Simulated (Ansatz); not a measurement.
F3OTa, SMILES `[O]=[Ta]([F])([F])[F]`, relaxed with RKS PBE-D4/def2-SVP in Ansatz from a rough embedded geometry. The force threshold is 0.03 eV/Å; the program also tests the step.

Charge 0, multiplicity 1. Ta takes the def2 core potential.

Start:

```xyz
5

O    -1.277   -1.466    0.197
Ta   -0.031   -0.043   -0.014
F     0.631    0.503    1.881
F     1.609   -0.610   -1.113
F    -0.932    1.616   -0.950
```

(1) By how much does the energy fall, and how many steps does the optimiser take? (Estimate.)

(2) Which bonds change most? (Best estimate.)

(3) Give the relaxed structure. (Best estimate.)

Results:

(1) Computed: 48.29 kcal/mol, in 3 steps.

(2) Computed: Ta2–F5 from 2.107 to 1.886 Å; Ta2–F3 from 2.080 to 1.886 Å; O1–Ta2 from 1.903 to 1.728 Å; Ta2–F4 from 2.054 to 1.886 Å.

(3) Computed: 
```xyz
5

O    -1.114   -1.281    0.138
Ta    0.016    0.019   -0.002
F     0.546    0.457    1.755
F     1.451   -0.630   -1.041
F    -0.899    1.434   -0.849
```
